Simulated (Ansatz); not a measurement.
Born–Oppenheimer molecular dynamics of ClFGeH$_{2}$O (6 atoms, charge 0, multiplicity 1). It goes on from the last frame of an earlier run, with new velocities.

Theory: Ansatz 0.2.0, RKS PBE/def2-SVP.

* ensemble: NVE (velocity Verlet)
* time step: 0.5 fs
* steps asked: 100
* starting velocities drawn for: 1500 K
* masses: H 2.014 u
* seed: 145584

First frame:

```xyz
6
Properties=species:S:1:pos:R:3
Ge -0.100 -0.130 -0.031
O -0.456 -0.447 1.660
H -0.320 0.329 2.325
Cl 1.941 0.167 -0.402
F -0.825 1.397 -0.508
H -0.658 -1.290 -0.896
```

What does the run give?

All steps were run.

| Property | Result |
| --- | --- |
| steps done | 100 |
| time covered | 50 fs |
| mean temperature over the second half | 857 K |
| spread of the potential energy over the second half | 10.6 meV per atom |
| mean potential energy of the second half above the start | 55.5 meV per atom |

The conserved energy stayed within 0.33 meV per atom of its start (net change -0.14 meV per atom), so the integration is sound. A run of 0.05 ps of so small a system gives no equilibrium averages.

What happens to the structure?

The same pairs are bonded in the first frame and the last. Pairs count as bonded within 1.25 times the sum of covalent radii (0.12 Å more for H–H). Another seed would give other details.

How do temperature and energy run in time?


```json
{"time (fs)": "0.0", "T (K)": "1500", "potential energy less start (eV)": "0.000", "conserved less start (meV/atom)": "0.00"}
{"time (fs)": "2.5", "T (K)": "1139", "potential energy less start (eV)": "0.188", "conserved less start (meV/atom)": "0.21"}
{"time (fs)": "5.0", "T (K)": "1306", "potential energy less start (eV)": "0.100", "conserved less start (meV/atom)": "0.00"}
{"time (fs)": "7.5", "T (K)": "1212", "potential energy less start (eV)": "0.149", "conserved less start (meV/atom)": "0.03"}
{"time (fs)": "10.0", "T (K)": "1107", "potential energy less start (eV)": "0.203", "conserved less start (meV/atom)": "0.07"}
{"time (fs)": "12.5", "T (K)": "1089", "potential energy less start (eV)": "0.212", "conserved less start (meV/atom)": "0.00"}
{"time (fs)": "15.0", "T (K)": "818", "potential energy less start (eV)": "0.354", "conserved less start (meV/atom)": "0.22"}
{"time (fs)": "17.5", "T (K)": "1092", "potential energy less start (eV)": "0.211", "conserved less start (meV/atom)": "0.01"}
{"time (fs)": "20.0", "T (K)": "1151", "potential energy less start (eV)": "0.180", "conserved less start (meV/atom)": "-0.01"}
{"time (fs)": "22.5", "T (K)": "1088", "potential energy less start (eV)": "0.214", "conserved less start (meV/atom)": "0.10"}
{"time (fs)": "25.0", "T (K)": "1115", "potential energy less start (eV)": "0.199", "conserved less start (meV/atom)": "-0.04"}
{"time (fs)": "27.5", "T (K)": "779", "potential energy less start (eV)": "0.374", "conserved less start (meV/atom)": "0.20"}
{"time (fs)": "30.0", "T (K)": "891", "potential energy less start (eV)": "0.315", "conserved less start (meV/atom)": "0.07"}
{"time (fs)": "32.5", "T (K)": "945", "potential energy less start (eV)": "0.286", "conserved less start (meV/atom)": "-0.07"}
{"time (fs)": "35.0", "T (K)": "780", "potential energy less start (eV)": "0.373", "conserved less start (meV/atom)": "0.22"}
{"time (fs)": "37.5", "T (K)": "946", "potential energy less start (eV)": "0.286", "conserved less start (meV/atom)": "-0.10"}
{"time (fs)": "40.0", "T (K)": "630", "potential energy less start (eV)": "0.451", "conserved less start (meV/atom)": "0.18"}
{"time (fs)": "42.5", "T (K)": "723", "potential energy less start (eV)": "0.402", "conserved less start (meV/atom)": "0.13"}
{"time (fs)": "45.0", "T (K)": "989", "potential energy less start (eV)": "0.263", "conserved less start (meV/atom)": "-0.14"}
{"time (fs)": "47.5", "T (K)": "795", "potential energy less start (eV)": "0.366", "conserved less start (meV/atom)": "0.31"}
{"time (fs)": "50.0", "T (K)": "1018", "potential energy less start (eV)": "0.248", "conserved less start (meV/atom)": "-0.14"}
```

Time of the run: 2.1 min on 1 thread of Intel(R) Xeon(R) 6975P-C (Granite Rapids), with other jobs on the host, peak memory 0.14 GiB.
